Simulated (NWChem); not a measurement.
Species: pyrimidine (C$_{4}$H$_{4}$N$_{2}$); SMILES c1cncnc1

All runs: NWChem. Medium grid unless said otherwise, to which SCAN and Minnesota functionals are sensitive. Geometry: optimised at PBE-D3(BJ)/def2-SVP. Total energies of different functionals are on different scales.

| level | energy (Ha) | highest occupied level (eV) | orbital gap (eV) | dipole (D) | relative time |
|---|---|---|---|---|---|
| B3LYP/def2-SVP | -264.1281 | -7.05 | 5.65 | 2.26 | 1 |
| PBE/def2-SVP | -263.8103 | -5.72 | 3.52 | 2.19 | 1 |
| M06/def2-SVP | -263.9344 | -7.42 | 6.14 | 2.29 | 1 |
| M06-L/def2-SVP | -264.0926 | -6.12 | 4.01 | 2.24 | 2 |
| B97-2/def2-SVP | -264.0361 | -7.09 | 5.77 | 2.29 | 1 |
| LRC-wPBEh/def2-SVP | -263.8604 | -9.23 | 9.67 | 2.31 | 4 |
| LC-wPBE (HJS exchange hole, range parameter 0.4 per bohr)/def2-SVP | -263.9156 | -10.18 | 11.13 | 2.34 | 5 |
| r2SCAN0/def2-SVP | -263.9372 | -7.62 | 6.41 | 2.34 | 1 |

Relative times are rough (shared machine, one core).
